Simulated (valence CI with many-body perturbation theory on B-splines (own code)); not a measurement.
E1 line list for In36+

Computed by configuration interaction combined with many-body perturbation theory (CI+MBPT): three valence electrons over a frozen Dirac-Fock core [Ne], radial functions for each j: 11 s, 11 p, 10 d, 8 f, 5 g, 2 h, with the one-electron correlation potential Σ1 (screened to all orders), the two-electron term Σ2, the three-electron term Σ3, Breit, model QED; selected single and double excitations, second order for the rest, scaled by the run's own slope (own B-spline code, finite nucleus).

The last digits are not significant, and no measured levels were compared; by estimate large intervals hold to a few tenths of a per cent, small ones and those within an open d or f shell to about a per cent.

Lines 51 to 100 of 573 in falling wavelength, among levels below 9456.8 × 10³ cm⁻¹, chosen from the strongest by gf and those to the six lowest levels. Wavelengths and rates use the calculated energies. Electric multipoles are in the length gauge, E1 and E2 with the static RPA response of the core. Weak lines are less certain than strong ones. Lines between different terms over intervals too small for the method are left out, as are lines whose strength nearly cancels. The highest levels of a list are the least certain.

Levels are named by their leading jj configuration (3d3/2^4 stands for four electrons in 3d with j = 3/2), which in mixed levels can hold well under half, so a name can repeat and another be missing. Letters in brackets count levels of one name in rising energy.

| λ vac (Å) | Upper | Lower | A (s⁻¹) | S (a.u.) with core polarisation | S without |
| --- | --- | --- | --- | --- | --- |
| 118.9 | (3s 3p1/2 3p3/2) J=1/2 | (3s^2 3p3/2) J=3/2 | 8.98e+09 | 1.49e-02 | 1.52e-02 |
| 117.9 | (3p1/2^2 3d3/2) J=3/2 | (3s 3p1/2 3d3/2) J=5/2 | 3.12e+10 | 1.01e-01 | 1.03e-01 |
| 117.3 | (3p1/2 3p3/2 3d5/2) J=5/2 [a] | (3s 3p3/2 3d3/2) J=7/2 | 1.88e+10 | 8.98e-02 | 9.18e-02 |
| 117.1 | (3p1/2^2 3d5/2) J=5/2 | (3s 3p1/2 3d3/2) J=3/2 [b] | 7.91e+09 | 3.76e-02 | 3.85e-02 |
| 116.8 | (3p1/2 3d3/2 3d5/2) J=5/2 [b] | (3s 3d3/2 3d5/2) J=7/2 [a] | 1.51e+10 | 7.14e-02 | 7.30e-02 |
| 116.0 | (3d3/2 3d5/2^2) J=9/2 | (3p3/2 3d5/2^2) J=7/2 | 5.55e+09 | 4.27e-02 | 4.36e-02 |
| 114.8 | (3p1/2 3p3/2 3d5/2) J=9/2 | (3s 3p3/2 3d5/2) J=9/2 | 2.02e+10 | 1.51e-01 | 1.54e-01 |
| 113.5 | (3s 3p1/2 3d3/2) J=5/2 | (3s 3p1/2 3p3/2) J=3/2 [b] | 2.29e+08 | 9.94e-04 | 1.02e-03 |
| 112.0 | (3p1/2^2 3d3/2) J=3/2 | (3s 3p1/2 3d3/2) J=3/2 [a] | 1.48e+10 | 4.10e-02 | 4.19e-02 |
| 112.0 | (3p1/2 3p3/2 3d3/2) J=3/2 [b] | (3s 3p3/2 3d3/2) J=5/2 [a] | 1.59e+10 | 4.40e-02 | 4.49e-02 |
| 111.9 | (3p1/2 3p3/2 3d5/2) J=5/2 [b] | (3s 3p3/2 3d3/2) J=7/2 | 8.75e+09 | 3.63e-02 | 3.71e-02 |
| 111.8 | (3s 3d3/2 3d5/2) J=7/2 [b] | (3s 3p3/2 3d5/2) J=5/2 [b] | 9.78e+09 | 5.40e-02 | 5.51e-02 |
| 109.4 | (3p1/2^2 3p3/2) J=3/2 | (3s 3p1/2 3p3/2) J=3/2 [a] | 8.54e+09 | 2.21e-02 | 2.26e-02 |
| 109.3 | (3d3/2 3d5/2^2) J=7/2 [a] | (3p3/2 3d3/2 3d5/2) J=5/2 [d] | 1.10e+10 | 5.65e-02 | 5.77e-02 |
| 107.0 | (3d3/2^2 3d5/2) J=9/2 | (3p3/2 3d3/2 3d5/2) J=7/2 [d] | 5.50e+09 | 3.32e-02 | 3.39e-02 |
| 105.6 | (3s 3p1/2 3d3/2) J=3/2 [a] | (3s 3p1/2 3p3/2) J=5/2 | 5.29e+09 | 1.23e-02 | 1.26e-02 |
| 103.8 | (3d3/2 3d5/2^2) J=7/2 [b] | (3p3/2 3d5/2^2) J=5/2 [b] | 2.85e+10 | 1.26e-01 | 1.28e-01 |
| 103.5 | (3d5/2^3) J=9/2 | (3p3/2 3d5/2^2) J=7/2 | 7.94e+10 | 4.35e-01 | 4.43e-01 |
| 102.9 | (3d3/2 3d5/2^2) J=7/2 [a] | (3p3/2 3d3/2 3d5/2) J=5/2 [c] | 2.13e+10 | 9.14e-02 | 9.33e-02 |
| 100.8 | (3s 3p1/2 3d3/2) J=5/2 | (3s 3p1/2 3p3/2) J=5/2 | 1.96e+09 | 5.94e-03 | 6.06e-03 |
| 100.5 | (3d5/2^3) J=3/2 | (3p3/2 3d5/2^2) J=5/2 [b] | 2.17e+10 | 4.34e-02 | 4.43e-02 |
| 99.68 | (3p3/2 3d5/2^2) J=3/2 [a] | (3p3/2^2 3d5/2) J=3/2 [b] | 1.65e+10 | 3.22e-02 | 3.29e-02 |
| 99.67 | (3d3/2 3d5/2^2) J=9/2 | (3p3/2 3d3/2 3d5/2) J=7/2 [d] | 3.76e+10 | 1.84e-01 | 1.87e-01 |
| 99.57 | (3d3/2 3d5/2^2) J=11/2 | (3p3/2 3d3/2 3d5/2) J=9/2 [b] | 1.04e+11 | 6.09e-01 | 6.21e-01 |
| 99.22 | (3s 3p1/2 3p3/2) J=3/2 [a] | (3s^2 3p1/2) J=1/2 | 2.29e+08 | 4.42e-04 | 4.52e-04 |
| 99.08 | (3s 3p1/2 3d3/2) J=3/2 [b] | (3s 3p1/2 3p3/2) J=3/2 [b] | 5.60e+09 | 1.08e-02 | 1.10e-02 |
| 98.59 | (3d3/2 3d5/2^2) J=3/2 [b] | (3p3/2 3d5/2^2) J=3/2 [b] | 3.74e+10 | 7.07e-02 | 7.21e-02 |
| 98.43 | (3p3/2 3d3/2 3d5/2) J=7/2 [d] | (3p3/2^2 3d5/2) J=5/2 [a] | 2.47e+10 | 9.31e-02 | 9.50e-02 |
| 98.25 | (3d5/2^3) J=3/2 | (3p3/2 3d5/2^2) J=3/2 [a] | 3.26e+10 | 6.11e-02 | 6.23e-02 |
| 98.23 | (3d3/2 3d5/2^2) J=5/2 [c] | (3p3/2 3d3/2 3d5/2) J=3/2 [d] | 7.16e+10 | 2.01e-01 | 2.05e-01 |
| 97.87 | (3p3/2 3d3/2 3d5/2) J=5/2 [b] | (3s 3d5/2^2) J=3/2 | 1.19e+10 | 3.30e-02 | 3.37e-02 |
| 97.79 | (3p3/2 3d5/2^2) J=9/2 | (3p3/2^2 3d3/2) J=7/2 | 5.43e+10 | 2.51e-01 | 2.56e-01 |
| 97.78 | (3d3/2^3) J=3/2 | (3p3/2 3d3/2^2) J=1/2 | 1.90e+10 | 3.51e-02 | 3.58e-02 |
| 97.53 | (3s 3p3/2^2) J=5/2 | (3s^2 3p3/2) J=3/2 | 4.49e+08 | 1.23e-03 | 1.27e-03 |
| 97.48 | (3p3/2 3d5/2^2) J=5/2 [b] | (3p3/2^2 3d5/2) J=3/2 [b] | 6.63e+10 | 1.82e-01 | 1.86e-01 |
| 97.47 | (3d3/2^2 3d5/2) J=5/2 | (3p3/2 3d3/2 3d5/2) J=3/2 [a] | 1.32e+10 | 3.61e-02 | 3.68e-02 |
| 97.28 | (3d5/2^3) J=5/2 | (3p3/2 3d5/2^2) J=3/2 [b] | 7.09e+10 | 1.93e-01 | 1.97e-01 |
| 97.19 | (3p3/2 3d3/2 3d5/2) J=9/2 [b] | (3s 3d5/2^2) J=7/2 | 1.20e+11 | 5.46e-01 | 5.57e-01 |
| 96.92 | (3p3/2 3d3/2 3d5/2) J=11/2 | (3s 3d3/2 3d5/2) J=9/2 [b] | 1.06e+11 | 5.74e-01 | 5.86e-01 |
| 96.91 | (3d3/2 3d5/2^2) J=5/2 [c] | (3p3/2 3d3/2 3d5/2) J=5/2 [d] | 1.23e+10 | 3.32e-02 | 3.39e-02 |
| 96.46 | (3p1/2 3d3/2 3d5/2) J=7/2 [b] | (3p1/2 3p3/2 3d5/2) J=5/2 [c] | 7.90e+10 | 2.80e-01 | 2.86e-01 |
| 96.43 | (3p3/2 3d5/2^2) J=3/2 [a] | (3s 3d5/2^2) J=1/2 | 2.56e+10 | 4.54e-02 | 4.64e-02 |
| 96.30 | (3d3/2 3d5/2^2) J=7/2 [b] | (3p3/2 3d3/2 3d5/2) J=5/2 [d] | 2.17e+10 | 7.64e-02 | 7.80e-02 |
| 96.28 | (3p3/2 3d3/2 3d5/2) J=5/2 [b] | (3s 3d5/2^2) J=5/2 | 3.55e+10 | 9.39e-02 | 9.59e-02 |
| 96.10 | (3p3/2 3d3/2 3d5/2) J=9/2 [a] | (3s 3d5/2^2) J=9/2 | 1.43e+10 | 6.27e-02 | 6.40e-02 |
| 95.93 | (3s 3d5/2^2) J=9/2 | (3s 3p3/2 3d5/2) J=7/2 [a] | 2.31e+10 | 1.00e-01 | 1.03e-01 |
| 95.92 | (3p3/2 3d3/2 3d5/2) J=7/2 [c] | (3s 3d3/2 3d5/2) J=9/2 [b] | 2.29e+10 | 7.99e-02 | 8.15e-02 |
| 95.90 | (3p1/2 3d5/2^2) J=3/2 | (3p1/2 3p3/2 3d5/2) J=1/2 | 2.20e+10 | 3.84e-02 | 3.91e-02 |
| 95.69 | (3p1/2 3d3/2 3d5/2) J=9/2 | (3p1/2 3p3/2 3d5/2) J=9/2 | 2.08e+10 | 8.99e-02 | 9.18e-02 |
| 95.62 | (3p3/2 3d5/2^2) J=5/2 [a] | (3s 3d5/2^2) J=3/2 | 1.42e+10 | 3.68e-02 | 3.75e-02 |
